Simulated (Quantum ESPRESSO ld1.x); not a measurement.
Results of a calculation; reference values are marked as such.
Question: These are the eigenvalues of the occupied orbitals of an atom or ion with whole-number occupations (Ry). Level of theory: scalar-relativistic Kohn-Sham, LDA (Slater exchange, Perdew-Wang correlation), spin-polarised, spherical densities, point nucleus (ld1.x of Quantum ESPRESSO 7.5).

1s up: -1197.68
1s down: -1197.55
2s up: -236.617
2s down: -236.466
2p up: -221.028
2p down: -220.894
3s up: -93.6733

Which element is it, and in what charge state? The configuration may be excited. Open shells, if any, are filled with parallel spins first.

Answer: Z = 37, rubidium, charge +26: Rb26+ in [Ne] 3s1. The list shows which subshells hold electrons but not how many an open one holds; the 1s level, -598.84 hartree, gives Z - s = 34.6 by -(Z - s)^2/2, which with screening and relativity narrows Z to a few neighbours, and the depths of the outer levels then fix element, charge and occupations together.
